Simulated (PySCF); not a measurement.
PySCF 2.14 output of an unrestricted r2SCANh calculation on a single atom or ion in cc-pVDZ-X2C, with the spin-free X2C one-electron Hamiltonian (Gaussian nucleus):

```
SCF conv_tol = 1e-09
number electrons alpha = 35  beta = 32
    M. Bursch, H. Neugebauer, S. Ehlert, and S. Grimme.,  J. Chem. Phys. 156, 134105 (2022)
cycle= 1 E= -12615.8576823168  delta_E= 0.00124  |g|= 0.477  |ddm|= 0.527
cycle= 2 E= -12615.7530868837  delta_E= 0.105  |g|= 1.04  |ddm|= 0.563
cycle= 3 E= -12615.8837561593  delta_E= -0.131  |g|= 0.00902  |ddm|= 0.342
cycle= 4 E= -12615.8837642896  delta_E= -8.13e-06  |g|= 0.00282  |ddm|= 0.0137
cycle= 5 E= -12615.883765735  delta_E= -1.45e-06  |g|= 0.000283  |ddm|= 0.00548
cycle= 6 E= -12615.8837658445  delta_E= -1.09e-07  |g|= 8.78e-05  |ddm|= 0.00324
cycle= 7 E= -12615.8837658879  delta_E= -4.34e-08  |g|= 3.4e-05  |ddm|= 0.00196
cycle= 8 E= -12615.8837659036  delta_E= -1.57e-08  |g|= 1.92e-05  |ddm|= 0.000824
cycle= 9 E= -12615.8837659064  delta_E= -2.76e-09  |g|= 6.25e-06  |ddm|= 0.000365
cycle= 10 E= -12615.8837659065  delta_E= -1.75e-10  |g|= 7.21e-07  |ddm|= 0.000182
converged SCF energy = -12615.8837659065  <S^2> = 3.7548214  2S+1 = 4.00241
```

The run itself started from symmetry-adapted Hartree-Fock orbitals and held the occupation by maximum overlap, on a logarithmic radial grid, so the iterations belong to that start.

Which element, charge and spin multiplicity is this?

Ho (holmium, neutral), multiplicity 4; the state was [Xe] 4f11 6s2, one real determinant.

⟨L²⟩ = 34.02 against 42 for a pure I term, so this real determinant mixes terms. Spin-orbit coupling, absent here, splits the open shell strongly.
